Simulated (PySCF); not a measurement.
Two species compared at the same levels of theory.

First species: C₄H₅NS.
Bonds: N1–C2, C2–C3 (aromatic), C3–C4 (aromatic), C4–C5 (aromatic), C5–S6 (aromatic), C2–S6 (aromatic). Hydrogens: H7, H8 on N1; H9 on C3; H10 on C4; H11 on C5.

Second species: C6H5FOP2.
SMILES with atom numbers: `[CH3:1][C:2](=[O:3])[c:4]1[cH:5][c:6]([F:7])[p:8][cH:9][p:10]1` (hydrogens: H11, H12, H13 on C1; H14 on C5; H15 on C9)

Levels: PBE0/pcSseg-1 for dipole moment, HOMO energy, LUMO energy and HOMO–LUMO gap; GFN2-xTB for rotational constant A and rotational constant C. Geometries: GFN2-xTB. Each structure is a single optimised conformer of the isolated species, non-relativistic unless stated. Electronic properties by PySCF.

Dipoles, sizes and rotational constants follow the conformer. The torsions of the flexible species, by atom-mapped SMILES:
- `[NH2:1][c:2]1[cH:3][cH:4][cH:5][s:6]1`: H–N1–C2–C3 -161°, H–N1–C2–C3 -26°
- `[CH3:1][C:2](=[O:3])[c:4]1[cH:5][c:6]([F:7])[p:8][cH:9][p:10]1`: C1–C2–C4–C5 0°

Values for the first species:

- Dipole moment: 1.78 D
- HOMO energy: -5.63 eV
- LUMO energy: 0.18 eV
- HOMO–LUMO gap: 5.81 eV
- Rotational constant A: 5.321 GHz
- Rotational constant C: 2.032 GHz

(1) Estimate the same properties for the second species, and the change in each.

Answers

(1) 
| property | first | second | second less first |
| --- | --- | --- | --- |
| dipole moment | 1.78 D | 1.82 D | +0.04 D |
| HOMO energy | -5.63 eV | -7.43 eV | -1.80 eV |
| LUMO energy | 0.18 eV | -3.05 eV | -3.23 eV |
| HOMO–LUMO gap | 5.81 eV | 4.38 eV | -1.43 eV |
| rotational constant A | 5.321 GHz | 1.650 GHz | -3.671 GHz |
| rotational constant C | 2.032 GHz | 0.518 GHz | -1.514 GHz |

On the first: In atomic units the dipole is 0.70 e·bohr (1 au = 2.5417 D).

On the second: A dipole of 1.82 D is allowed in Cs, and pure rotational transitions are dipole-allowed. The dipole equals about 6.1 × 10⁻³⁰ C·m (1 D = 3.33564 × 10⁻³⁰ C·m).
